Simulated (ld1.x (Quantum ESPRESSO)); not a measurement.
## lithium: excitation energies, all-electron against TM

```json
{
  "Element": "lithium (Li)",
  "Generator": "ld1.x (Quantum ESPRESSO) 7.5",
  "Type": "norm-conserving Troullier–Martins (Kleinman–Bylander form)",
  "Functional": "LDA (PZ)",
  "Relativity": "scalar-relativistic",
  "Frozen core": "[He]",
  "Valence charge": "1",
  "Reference configuration": "2s0.75 2p0 (charge +0.25)",
  "Partial waves": "2s (bound): rc 3.35 bohr; 2p (bound, empty): rc 4.20 bohr; 3d channel at 0.05 Ry: rc 4.10 bohr",
  "Local potential": "all-electron potential smoothed inside 2.55 bohr (lloc = -1)",
  "Core correction": "none"
}
```

Energies are relative to the spin-unpolarised reference configuration 2s0.75 2p0; without spin polarisation the order of configurations can differ from experiment. Spin-polarised rows fill each open shell by Hund’s rule, majority spin first.

Give the all-electron excitation energy and the error of the potential for: 2s1 2p0; 2s0.5 2p0; 2s0 2p1; 2s0.75 2p0 (spin-polarised); 2s1 2p0 (spin-polarised).

| valence configuration | charge | ΔE all-electron (eV) | error AE − PS (meV) |
| --- | --- | --- | --- |
| 2s1 2p0 | 0 | -0.869 | +1.0 |
| 2s0.5 2p0 | +0.5 | 1.176 | +2.1 |
| 2s0 2p1 | 0 | 0.885 | -0.4 |
| 2s0.75 2p0 (spin-polarised) | +0.25 | -0.161 | +16 |
| 2s1 2p0 (spin-polarised) | 0 | -1.102 | +21 |
